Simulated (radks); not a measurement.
Problem. The palladium ion Pd24+, 22 electrons, occupied as [Ar] 3d4. Calculated with a radial shooting solver on a logarithmic mesh with Libxc functionals: scalar-relativistic Kohn-Sham, BLYP, spin-polarised, spherical densities, finite nucleus; open shells are filled with parallel spins first (spin-orbit coupling, left out, can overturn this in heavy ions); Fermi nuclear charge, rms radius 4.5318 fm. Some entries of the table are withheld. Estimate them.

orbital,occ.,eigenvalue (eV),<r^2> (bohr^2),r(max) (bohr)
1s up,1,-25141.14,0.001371,0.02066
1s down,1,-25141.05,0.001371,0.02066
2s up,1,-4490.965,0.02233,0.1166
2s down,1,-4480.353,0.02227,0.1165
2p up,3,-4129.982,(1),0.09325
2p down,3,-4121.995,(2),0.09313
3s up,1,-1472.167,0.1436,0.3288
3s down,1,-1459.563,0.1446,0.3294
3p up,3,-1354.684,0.1402,0.3190
3p down,3,-1341.692,0.1414,0.3198
3d up,4,-1185.043,(3),0.2606
3d down,0,-1169.438,(4),0.2618

Solution. 
(1) 2p up <r^2> (bohr^2): 0.01756
(2) 2p down <r^2> (bohr^2): 0.01749
(3) 3d up <r^2> (bohr^2): 0.1159
(4) 3d down <r^2> (bohr^2): 0.1174
